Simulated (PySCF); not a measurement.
## NMR data sheet: C$_{5}$H$_{9}$N$_{3}$O

```yaml
Formula: C5H9N3O
SMILES: COc1nn(C)nc1C
Point_group_of_the_computed_structure: C1
Degrees_of_unsaturation: 3
Carbon_signals: 5
Proton_signals: 3
```

Atom-mapped SMILES (the numbers label the heavy atoms): `[CH3:1][O:2][c:3]1[n:4][n:5]([CH3:6])[n:7][c:8]1[CH3:9]`; H(Xn) means a hydrogen on atom n.

No relativistic terms, rapidly exchanging positions averaged, gas phase, single conformer. Shieldings: GIAO PBE0/pcSseg-1; coordinates at the GFN2-xTB level; PySCF 2.14.

Chemical shifts δ = σref − σ; TMS for 1H and 13C; NH3 for 15N; H2O for 17O, all at this level.

```tsv
carbon	δC, type	δH (multiplicity)	HMBC from (2–3 bonds)	span of the C tensor (ppm)
C1	57.9, CH3	4.06 (s)	–	76
C3	166.2, C	–	H(C1), H(C9)	115
C6	41.2, CH3	4.02 (s)	–	67
C8	132.8, C	–	H(C9)	131
C9	11.5, CH3	2.37 (s)	–	26
```

Other nuclei:
| atoms | nucleus | environment | δ (ppm) | σ (ppm) |
| --- | --- | --- | --- | --- |
| N7 | 15N | pyridine-type nitrogen of an azole | 366.3 | -98.6 |
| N4 | 15N | pyridine-type nitrogen of an azole | 325.2 | -57.5 |
| N5 | 15N | pyrrole-type ring nitrogen | 238.3 | 29.4 |
| O2 | 17O | ether oxygen | 74.1 | 262.0 |

Carbon types of the structure: 2 × C, 3 × CH3, which accounts for all hydrogens. δC 166.2: aromatic carbon bearing oxygen; σ withdrawal by the attached heteroatom moves it downfield of the ring CH carbons. δC 132.8: substituted aromatic carbon next to a ring nitrogen. δC 41.2: methyl carbon bonded to N; pulled downfield by the heteroatom. δC 11.5: methyl carbon on an aromatic ring; aliphatic region, no heteroatom directly attached. δH 4.02: hydrogen on a methyl carbon bonded to N; its carbon carries N, an electronegative neighbour.

Shifts are as computed. Against solution values, carbons near 30 ppm lie about +3 ppm off and those near 130 ppm about +5 ppm. Of 1211 compounds with measured shifts, 218 miss one by over three times the rms of a fit or turn the order of signals round; such compounds aren't used in these exercises. Experimental scales use liquid or dissolved standards, which lie at an offset from isolated NH3 (liquid NH3: subtract about 20 ppm) and H2O (liquid H2O: subtract about 36 ppm). Unscaled 15N shifts of sp2 nitrogen come out 20 to 40 ppm too high even then. No couplings were computed; multiplicities are counted from neighbouring protons, with m where these are inequivalent, close in shift, in a saturated or five-membered ring or joined by F or P, and br s for small geminal =CH2 splittings.
